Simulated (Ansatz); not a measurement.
[closo-2-(F)B9H8]2- (B9H8F²⁻), relaxed as a singlet with RKS r2SCAN-D4/def2-SVPD in Ansatz, starting from the GFN2-xTB geometry. Force threshold 0.02 eV/Å.

A multiply charged anion in the gas phase is held together partly by the finite basis. The highest occupied level of the charge -2 singlet lies above zero (up to 3.48 eV). The electron is either unbound and held by the finite basis, or the level is raised by self-interaction error.

Start:

```xyz
18

B    -0.2035   -1.3524    0.4796
B     0.9020    1.0299    0.3197
B     1.0489   -0.4343    1.1600
B     0.5097    0.8058   -1.3141
B    -0.5220    0.1814    1.3503
B    -1.5671   -0.3900    0.1463
B    -0.5786   -0.4918   -1.2349
B     1.2552   -0.5075   -0.5286
B    -0.9050    1.0665   -0.4116
F     1.6819    2.2190    0.7456
H    -0.3205   -2.5511    0.7342
H     1.8513   -0.7497    2.0313
H     0.9068    1.4214   -2.2967
H    -0.9460    0.5144    2.4513
H    -2.7558   -0.6937    0.2528
H    -0.9742   -1.0488   -2.2579
H     2.2285   -1.0687   -1.0215
H    -1.6117    2.0496   -0.6058
```

**Question.** Estimate the energy that the relaxation releases and the steps that it takes.

**Answer.** 8.7 kJ/mol, in 4 steps; 35 s on 4 threads of Arm Neoverse V1 on a shared host. No frequencies were taken in this run, so the end may be a saddle point.

**Question.** Does the start keep its bonding and symmetry?

**Answer.** By distances, no bond broke or formed. The bond that changes most is B2–F10, from 1.48 to 1.42 Å (atoms count from 1). Point group Cs at the start, Cs at the end, both within 0.05 Å.

**Question.** Predict the relaxed structure.

**Answer.** 
Cartesian coordinates in Å:
```
B -0.207 -1.360 0.484
B 0.924 1.038 0.319
B 1.065 -0.445 1.175
B 0.517 0.814 -1.334
B -0.520 0.182 1.345
B -1.601 -0.404 0.147
B -0.583 -0.493 -1.242
B 1.261 -0.511 -0.532
B -0.903 1.063 -0.409
F 1.658 2.185 0.734
H -0.332 -2.544 0.758
H 1.871 -0.725 2.040
H 0.927 1.447 -2.288
H -0.939 0.506 2.445
H -2.777 -0.702 0.253
H -0.991 -1.029 -2.261
H 2.235 -1.061 -1.020
H -1.606 2.040 -0.612
```
Bond lengths: 21 × B–B 1.71 to 2.00 Å; 1 × B–F 1.42 Å; 8 × B–H 1.22 Å.
